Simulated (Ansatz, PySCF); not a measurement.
Species: isocyanic acid, CHNO, net charge 0, singlet state. SMILES: C(=O)=N
Geometry: optimised at B3LYP-D3(BJ)/def2-TZVP (Ansatz, a quantum-chemistry and plane-wave program).

Wanted: vertical triplet-singlet gap (E(triplet) - E(singlet); each state is the SCF solution reached for its spin; the UHF <S^2> is 2.11 for the triplet (pure: 2.00)), in kcal/mol. Correlated levels leave the core frozen unless marked. UHF or UKS for open shells. No spin-orbit coupling. No relativistic terms. Basis-set limits of correlation are two-point, X^-3; Hartree-Fock from the larger set. [CCSD(T)-MP2]/basis is that difference in the basis named.

```json
[
 {"level": "SVWN5/def2-TZVPD", "program": "Ansatz", "vertical triplet-singlet gap (kcal/mol)": "147.4"},
 {"level": "PBE/def2-TZVPD", "program": "Ansatz", "vertical triplet-singlet gap (kcal/mol)": "142.3"},
 {"level": "B3LYP/def2-TZVPD", "program": "Ansatz", "vertical triplet-singlet gap (kcal/mol)": "…"},
 {"level": "PBE0/def2-TZVPD", "program": "Ansatz", "vertical triplet-singlet gap (kcal/mol)": "141.4"},
 {"level": "BHLYP/def2-TZVPD", "program": "Ansatz", "vertical triplet-singlet gap (kcal/mol)": "138.4"},
 {"level": "M06-2X/def2-TZVPD", "program": "PySCF", "vertical triplet-singlet gap (kcal/mol)": "…"},
 {"level": "CAM-B3LYP/def2-TZVPD", "program": "Ansatz", "vertical triplet-singlet gap (kcal/mol)": "141.6"},
 {"level": "wB97M-V/def2-TZVPD", "program": "Ansatz", "vertical triplet-singlet gap (kcal/mol)": "…"},
 {"level": "SCS-MP2/aug-cc-pVDZ", "program": "Ansatz", "vertical triplet-singlet gap (kcal/mol)": "162.7"},
 {"level": "CCSD/aug-cc-pVDZ", "program": "Ansatz", "vertical triplet-singlet gap (kcal/mol)": "…"},
 {"level": "RI-MP2/CBS(aug-cc-pVTZ,aug-cc-pVQZ)+[CCSD(T)-MP2]/aug-cc-pVTZ", "program": "Ansatz", "vertical triplet-singlet gap (kcal/mol)": "150.9"}
]
```

**Question.** Fill in the missing entries.

**Answer.** 
- B3LYP/def2-TZVPD, vertical triplet-singlet gap (kcal/mol): 141.0
- M06-2X/def2-TZVPD, vertical triplet-singlet gap (kcal/mol): 147.8
- wB97M-V/def2-TZVPD, vertical triplet-singlet gap (kcal/mol): 145.5
- CCSD/aug-cc-pVDZ, vertical triplet-singlet gap (kcal/mol): 147.5
